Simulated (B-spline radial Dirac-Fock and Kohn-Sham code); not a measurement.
## Binding energies of Te¹⁶⁺ at several levels of theory

System: tellurium as Te¹⁶⁺, configuration [Ar] 3d10 4s2 4p6.

The density-functional columns are spherical, spin-unpolarised Dirac-Kohn-Sham results without Breit or QED terms: −ε is minus the orbital energy of the initial state and ΔSCF the difference of two total energies. The reference in the last column comes from ΔSCF Dirac-Fock with Breit, self-energy and vacuum polarisation, finite nucleus, configuration average. All numbers are from an atomic code on a B-spline grid, in eV; a selection of levels is shown. For the 1s level of heavy atoms much of the gap between ΔSCF and the reference is the Breit and QED part, -109.4 eV here; for other levels the error of the functional can be larger.

```
     level   LDA −ε  LDA ΔSCF  Dirac-Fock
    K (1s)  31965.8   32331.6     32232.4
   L1 (2s)   5239.2    5314.5      5365.5
L2 (2p1/2)   4937.0    5028.1      5033.6
L3 (2p3/2)   4662.7    4748.7      4762.5
   M1 (3s)   1344.7    1376.1      1411.5
M2 (3p1/2)   1220.7    1253.0      1275.4
M3 (3p3/2)   1168.7    1200.1      1222.8
M4 (3d3/2)    950.7     985.0       985.2
M5 (3d5/2)    939.7     973.7       974.6
   N1 (4s)    506.2     522.1       529.1
N2 (4p1/2)    460.2     475.8       473.5
N3 (4p3/2)    447.5     462.7       461.0
```

For the outermost level NIST gives 461 ± 3 eV (theoretical); the differences from it are LDA −ε -13.54, LDA ΔSCF +1.69, Dirac-Fock -0.03 eV.

Values without a named source are computed, but for edge energies of neutral atoms, which are taken from tables.
